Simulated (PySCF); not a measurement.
Cl2Hg, triplet, geometry from GFN2-xTB (such geometries of metal compounds can be far from the true shape) (a higher spin typed on purpose: for a closed-shell molecule this is an excited state) (core potentials on Hg); CASSCF(4,6)+NEVPT2/def2-SVP in PySCF.

Here is a job for PySCF.
```python
from pyscf import gto, scf, mcscf, mrpt
import numpy

mol = gto.M(
    atom='''
Hg    0.28476520   -0.61679802    0.27531871
Cl    0.35903489    1.54869982   -1.49395900
Cl   -1.69910642    1.35387912    0.19834153
''',
    basis='def2-svp',
    ecp={'Hg': 'def2-svp'},
    spin=2,
    verbose=4,
)

mf = scf.ROHF(mol)
mf.kernel()
mc = mcscf.CASSCF(mf, 6, 4)
mc.fix_spin_(ss=2.0)
mc.kernel()
occ = numpy.linalg.eigvalsh(mc.fcisolver.make_rdm1(mc.ci, mc.ncas, mc.nelecas))[::-1]
ss = mc.fcisolver.spin_square(mc.ci, mc.ncas, mc.nelecas)[0]
print('natural occupations', occ.round(4), ' <S^2>', round(ss, 4))
e2 = mrpt.NEVPT(mc).kernel()
print('E(NEVPT2) = %.10f' % (mc.e_tot + e2))
```

### Question
Write the output that PySCF gives for this input, abridged.

### Answer

```
PySCF version 2.14.0

[INPUT] verbose = 4
[INPUT] num. atoms = 3
[INPUT] num. electrons = 54
[INPUT] charge = 0
[INPUT] spin (= nelec alpha-beta = 2S) = 2
[INPUT] symmetry False subgroup None
[INPUT] Mole.unit = angstrom
[INPUT] Symbol           X                Y                Z      unit          X                Y                Z       unit  Magmom
[...]
nuclear repulsion = 185.87794161397
number of shells = 28
number of NR pGTOs = 129
number of NR cGTOs = 68
basis = def2-svp
ecp = {'Hg': 'def2-svp'}

******** <class 'pyscf.scf.rohf.ROHF'> ********
method = ROHF
initial guess = minao
damping factor = 0
level_shift factor = 0
DIIS = <class 'pyscf.scf.diis.CDIIS'>
diis_start_cycle = 1
diis_space = 8
diis_damp = 0
SCF conv_tol = 1e-09
SCF conv_tol_grad = None
SCF max_cycles = 50
direct_scf = True
direct_scf_tol = 1e-13
num. doubly occ = 26  num. singly occ = 2
Set gradient conv threshold to 3.16228e-05
init E= -1058.78758079673
[...]
cycle= 1 E= -1070.61856505284  delta_E= -11.8  |g|= 1.43  |ddm|= 11.2
[...]
cycle= 2 E= -1070.14908923265  delta_E= 0.469  |g|= 1.65  |ddm|= 3.65
[...]
cycle= 3 E= -1070.9838901331  delta_E= -0.835  |g|= 0.535  |ddm|= 2.55
[...]
cycle= 4 E= -1071.17058507044  delta_E= -0.187  |g|= 0.217  |ddm|= 1.82
[...]
cycle= 5 E= -1071.18067689143  delta_E= -0.0101  |g|= 0.095  |ddm|= 0.16
[...]
cycle= 6 E= -1071.18425321247  delta_E= -0.00358  |g|= 0.0413  |ddm|= 0.108
[...]
cycle= 7 E= -1071.18509377675  delta_E= -0.000841  |g|= 0.0166  |ddm|= 0.0538
[...]
cycle= 8 E= -1071.18536907793  delta_E= -0.000275  |g|= 0.00333  |ddm|= 0.0407
[...]
cycle= 9 E= -1071.18543197917  delta_E= -6.29e-05  |g|= 0.00297  |ddm|= 0.0239
[...]
cycle= 10 E= -1071.18546194431  delta_E= -3e-05  |g|= 0.000925  |ddm|= 0.0188
[...]
cycle= 11 E= -1071.18546874634  delta_E= -6.8e-06  |g|= 0.000318  |ddm|= 0.0108
[...]
cycle= 12 E= -1071.18546944636  delta_E= -7e-07  |g|= 7.9e-05  |ddm|= 0.00446
[...]
cycle= 13 E= -1071.18546945561  delta_E= -9.26e-09  |g|= 2.24e-05  |ddm|= 0.000338
[...]
cycle= 14 E= -1071.18546945618  delta_E= -5.68e-10  |g|= 4.12e-06  |ddm|= 7.36e-05
[...]
Extra cycle  E= -1071.1854694562  delta_E= -2.05e-11  |g|= 1.96e-06  |ddm|= 9.99e-06
converged SCF energy = -1071.1854694562

******** <class 'pyscf.mcscf.mc1step.CASSCF'> ********
CAS (3e+1e, 6o), ncore = 25, nvir = 37
max_cycle_macro = 50
max_cycle_micro = 4
conv_tol = 1e-07
conv_tol_grad = None
orbital rotation max_stepsize = 0.02
orbital rotation threshold for CI restart = 0.01
augmented hessian ah_max_cycle = 30
augmented hessian ah_conv_tol = 1e-12
augmented hessian ah_linear dependence = 1e-14
augmented hessian ah_level shift = 1e-08
augmented hessian ah_start_tol = 2.5
augmented hessian ah_start_cycle = 3
augmented hessian ah_grad_trust_region = 3
kf_trust_region = 3
kf_interval = 4
ci_response_space = 4
ci_grad_trust_region = 3
with_dep4 0
natorb = False
canonicalization = True
sorting_mo_energy = False
ao2mo_level = 2
internal_rotation = False
******** <class 'pyscf.fci.addons.SpinPenaltyFCISolver'> ********
max. cycles = 50
conv_tol = 1e-08
davidson only = True
linear dependence = 1e-12
level shift = 0.001
max iter space = 12
nroots = 1
pspace_size = 400
spin = None
CASCI E = -1071.18629058551  S^2 = 2.0000000
Set conv_tol_grad to 0.000316228
macro iter   1 ( 21 JK    4 micro), CASSCF E = -1071.18830947264  dE = -2.01888713e-03  S^2 = 2.0000000
               |grad[o]|=0.00327  |grad[c]|=0.00986  |ddm|=0.0106  |maxRot[o]|=0.236
macro iter   2 ( 21 JK    4 micro), CASSCF E = -1071.18923558013  dE = -9.26107484e-04  S^2 = 2.0000000
               |grad[o]|=0.00393  |grad[c]|=0.00389  |ddm|=0.00387  |maxRot[o]|= 0.16
macro iter   3 ( 12 JK    3 micro), CASSCF E = -1071.18978663445  dE = -5.51054320e-04  S^2 = 2.0000000
               |grad[o]|=0.00254  |grad[c]|=0.00169  |ddm|=0.00416  |maxRot[o]|=0.0887
macro iter   4 ( 12 JK    3 micro), CASSCF E = -1071.19116192243  dE = -1.37528798e-03  S^2 = 2.0000000
[...]
CASSCF energy = -1071.20341063176
CASCI E = -1071.20341063176  E(CI) = -3.97727878569867  S^2 = 2.0000000
[...]
1 Cl 3dyz       -0.01288   0.00213   0.00495   0.19250  -0.56872
1 Cl 3dz^2      -0.00324  -0.00154  -0.00308   0.22973   0.26746
1 Cl 3dxz        0.00607   0.00501  -0.01049  -0.10066   0.22844
1 Cl 3dx2-y2    -0.01174  -0.00110   0.01055   0.16502  -0.53437
2 Cl 1s          0.00005   0.00010  -0.00007   0.00009   0.00001
2 Cl 2s         -0.00048  -0.00031   0.00072   0.00009  -0.00010
2 Cl 3s         -0.02818  -0.07990   0.06204  -0.00728   0.00769
2 Cl 4s         -0.00908  -0.07685  -0.00737   0.02133  -0.08960
2 Cl 2px        -0.00014  -0.00055   0.00071   0.00007   0.00001
2 Cl 2py         0.00007   0.00027  -0.00002   0.00000  -0.00006
2 Cl 2pz         0.00005   0.00020  -0.00052  -0.00006   0.00004
2 Cl 3px        -0.11149  -0.29718   0.38599  -0.03209   0.01033
2 Cl 3py         0.06177   0.21931   0.06341   0.01248   0.00510
2 Cl 3pz         0.03443   0.04854  -0.33863   0.01409  -0.01176
2 Cl 4px        -0.00411  -0.03752   0.00776   0.03457  -0.05967
2 Cl 4py         0.00396   0.04441   0.01122  -0.01835  -0.01728
2 Cl 4pz        -0.00085  -0.00562  -0.01393  -0.01173   0.05968
2 Cl 3dxy       -0.00324   0.00722  -0.00464  -0.01467  -0.00787
2 Cl 3dyz        0.00415  -0.00379   0.00375   0.01804   0.00789
2 Cl 3dz^2      -0.00233   0.00455  -0.00321  -0.00971  -0.00758
2 Cl 3dxz        0.00100  -0.00195   0.00424  -0.00892   0.05142
2 Cl 3dx2-y2     0.00177  -0.00072   0.00017   0.01799  -0.02828
               #6
0 Hg 5s         -0.00109
0 Hg 6s          0.03823
0 Hg 7s          0.03547
0 Hg 8s         -0.00189
0 Hg 9s         -0.00075
0 Hg 10s        -0.00157
0 Hg 5px        -0.01116
0 Hg 5py         0.01158
0 Hg 5pz        -0.00081
0 Hg 6px         0.02860
0 Hg 6py         0.09310
0 Hg 6pz        -0.09497
0 Hg 7px         0.06022
0 Hg 7py         0.06654
0 Hg 7pz        -0.09739
0 Hg 5dxy       -0.04454
0 Hg 5dyz       -0.05669
0 Hg 5dz^2       0.00207
0 Hg 5dxz        0.06384
0 Hg 5dx2-y2     0.05038
0 Hg 6dxy        0.03747
0 Hg 6dyz       -0.05704
0 Hg 6dz^2       0.00622
0 Hg 6dxz       -0.07319
0 Hg 6dx2-y2    -0.03981
0 Hg 5f-3       -0.00643
0 Hg 5f-2       -0.00930
0 Hg 5f-1        0.00168
0 Hg 5f+0        0.00172
0 Hg 5f+1       -0.00821
0 Hg 5f+2        0.00523
0 Hg 5f+3       -0.00288
1 Cl 1s         -0.00014
1 Cl 2s          0.00083
1 Cl 3s         -0.01534
1 Cl 4s          0.31547
1 Cl 2px         0.00022
1 Cl 2py         0.00016
1 Cl 2pz        -0.00029
1 Cl 3px        -0.02115
1 Cl 3py         0.04305
1 Cl 3pz        -0.01824
1 Cl 4px         0.03311
1 Cl 4py        -0.23284
1 Cl 4pz         0.15794
1 Cl 3dxy       -0.45742
1 Cl 3dyz        0.05756
1 Cl 3dz^2      -0.29664
1 Cl 3dxz        0.58285
1 Cl 3dx2-y2    -0.32813
2 Cl 1s          0.00004
2 Cl 2s          0.00021
2 Cl 3s          0.00641
2 Cl 4s         -0.03465
2 Cl 2px         0.00004
2 Cl 2py         0.00002
2 Cl 2pz        -0.00005
2 Cl 3px         0.00601
2 Cl 3py        -0.00344
2 Cl 3pz        -0.00179
2 Cl 4px        -0.06038
2 Cl 4py         0.00958
2 Cl 4pz         0.03841
2 Cl 3dxy       -0.00336
2 Cl 3dyz        0.00442
2 Cl 3dz^2      -0.00184
2 Cl 3dxz       -0.00929
2 Cl 3dx2-y2     0.00956
<CAS-nat-orb|mo-hf>  26     22      -0.40891823
<CAS-nat-orb|mo-hf>  26     26       0.63229108
<CAS-nat-orb|mo-hf>  27     27       0.97159017
<CAS-nat-orb|mo-hf>  28     28       0.95585075
<CAS-nat-orb|mo-hf>  29     49       0.42408895
<CAS-nat-orb|mo-hf>  29     51      -0.48466240
<CAS-nat-orb|mo-hf>  30     47      -0.53414118
<CAS-nat-orb|mo-hf>  30     52       0.53508646
<CAS-nat-orb|mo-hf>  31     43       0.48582525
<CAS-nat-orb|mo-hf>  31     45       0.50843266
Sr    (-1)',   E = -0.00290603500842
Si    (+1)',   E = -0.01124859604906
Sijrs (0)  ,   E = -0.42380498946980
Sijr  (+1) ,   E = -0.04146594480275
Srsi  (-1) ,   E = -0.07491736289722
Srs   (-2) ,   E = -0.00443878127141
Sij   (+2) ,   E = -0.00532637437041
Sir   (0)' ,   E = -0.03823184396353
Nevpt2 Energy = -0.602339927832597
E(NEVPT2) = -1071.8057505596
```
